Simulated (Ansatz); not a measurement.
Ansatz (an electronic-structure program) input (B3LYP-D3(BJ)/def2-TZVP):

Ansatz 0.2 input:
```yaml
crystal:
  periodic: [false, false, false]
  atoms:
    - {symbol: Ga, position_ang: [0.00838652, -0.01895840, 0.02377135]}
    - {symbol: H, position_ang: [0.65259667, -0.41000184, 1.33545591]}
    - {symbol: H, position_ang: [-0.29510062, 1.54529727, -0.29964264]}
    - {symbol: H, position_ang: [-0.37804974, -1.08684416, -1.08667627]}
basis:
  gaussian:
    orbitals: def2-TZVP
hamiltonian:
  xc: b3lyp
  dispersion: d3bj
total_charge: -1
magnetization: {spin_polarized: true, initial_magnetization: 1}
relax: {f_tol: 0.002, max_steps: 150}
```

End of the output:

```
relax step   6: F+E_penalty+E_count = -52427.82804141 eV  Δ(F+E_penalty+E_count) = -1.075e-3 eV  max|allowed force component| = 2.135e-2 eV/Å  Δτ_max = 0.0185 Å  (25 SCF iters, accepted)
these checks for a lower state are left out or cut short: starts, cluster_reference, orbital_swaps, neighbouring_geometries, increment
integrals: 0.01 GiB planned
535 factors; their error is unknown
mean field: 0.20 GiB planned
mean field -52427.77287049 eV, -1926.6851161698 hartree, gradient 2.2e-5 eV, S^2 0.751119; 0 other end points of the search recorded, 0 dependent functions left out
the calculation of the forces begins
reference -52427.77308767 eV, -1926.6851241508 hartree; 18, 17 occupied and 48, 49 virtual orbitals, 535 factors
relax step   7: F+E_penalty+E_count = -52427.82811115 eV  Δ(F+E_penalty+E_count) = -6.974e-5 eV  max|allowed force component| = 5.706e-3 eV/Å  Δτ_max = 0.0048 Å  (23 SCF iters, accepted)
these checks for a lower state are left out or cut short: starts, cluster_reference, orbital_swaps, neighbouring_geometries, increment
integrals: 0.01 GiB planned
535 factors; their error is unknown
mean field: 0.20 GiB planned
mean field -52427.77287151 eV, -1926.6851162071 hartree, gradient 2.0e-5 eV, S^2 0.751118; 0 other end points of the search recorded, 0 dependent functions left out
the calculation of the forces begins
reference -52427.77308869 eV, -1926.6851241885 hartree; 18, 17 occupied and 48, 49 virtual orbitals, 535 factors
relax step   8: F+E_penalty+E_count = -52427.82811428 eV  Δ(F+E_penalty+E_count) = -3.136e-6 eV  max|allowed force component| = 9.723e-4 eV/Å  Δτ_max = 0.0008 Å  (19 SCF iters, accepted)
integrals: 0.01 GiB planned
535 factors; their error is unknown
mean field: 0.20 GiB planned
mean field evaluation 64: about -52427.7729 eV, gradient 1.6e-3 eV
mean field -52427.77287151 eV, -1926.6851162071 hartree, gradient 2.0e-5 eV, S^2 0.751118; 1 other end points of the search recorded, 0 dependent functions left out
the calculation of the forces begins
reference -52427.77308869 eV, -1926.6851241885 hartree; 18, 17 occupied and 48, 49 virtual orbitals, 535 factors
Total energy: -52427.82833147 eV, -1926.6871543231 hartree
Atom 0 at    -0.338655    -0.027401     0.145286 Å, force     0.000972    -0.000646     0.000501 eV/Å
Atom 1 at     0.761199    -0.403452     1.284851 Å, force    -0.000651     0.000215    -0.000363 eV/Å
Atom 2 at    -0.176371     1.516593    -0.343725 Å, force    -0.000118     0.000012    -0.000220 eV/Å
Atom 3 at    -0.258340    -1.056246    -1.113504 Å, force    -0.000203     0.000419     0.000083 eV/Å
Dipole moment:    -0.067107    -0.006884     0.030305 e Å
```
